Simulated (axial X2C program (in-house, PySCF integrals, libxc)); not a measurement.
Worked dissociation energy of RbN: PBE0, spin-free

Calculated with an in-house relativistic program for diatomic molecules. Spin-free means the one-electron spin-free X2C Hamiltonian. Basis: Rb dyall-cv3z [12s13p8d4f1g], N dyall-av3z [7s7p3d2f] (cores contracted in-house); Gaussian nuclei, density fitting, unrestricted open shells. Masses: Rb 84.912 u, N 14.003 u.

Molecular state: M_S = 1, Λ = 0 (beyond evenly filled blocks: π+α, π-α).

```
E(Rb) (2M_S = 1, M_L = 0) : -2980.724201 hartree
E(N) (2M_S = 3, M_L = 0)  : -54.576345 hartree
E(RbN) at Re              : -3035.339829 hartree
ωe                        : 276.7 cm⁻¹
ωexe                      : 2.53 cm⁻¹
```

Task: Work out De and D0.

Result: De = -2980.724201 + (-54.576345) − (-3035.339829) = 0.03928 hartree = 1.069 eV. The zero-point energy is ωe/2 − ωexe/4 = 138 cm⁻¹ = 0.017 eV, so D0 = 1.052 eV.

One determinant describes the state; a PBE0 search over occupations chose it and may have missed a lower one. De is counted from the lowest determinant-based energies of the atoms at the same level, without counterpoise correction. PBE0 can misorder states that lie within some tenths of an eV, so this need not be the ground state of the molecule. The nearest other spin-free determinant of the search, M_S = 1, Λ = 1, lies 0.29 eV up at the distance of the search. The determinant is spin-polarised beyond a pure state at some levels (its spin-free form has ⟨S²⟩ too high), which makes Re and μ there less reliable.

Each atomic determinant is the lowest at this level and need not be a pure term. Totals compare only within one Hamiltonian and basis.
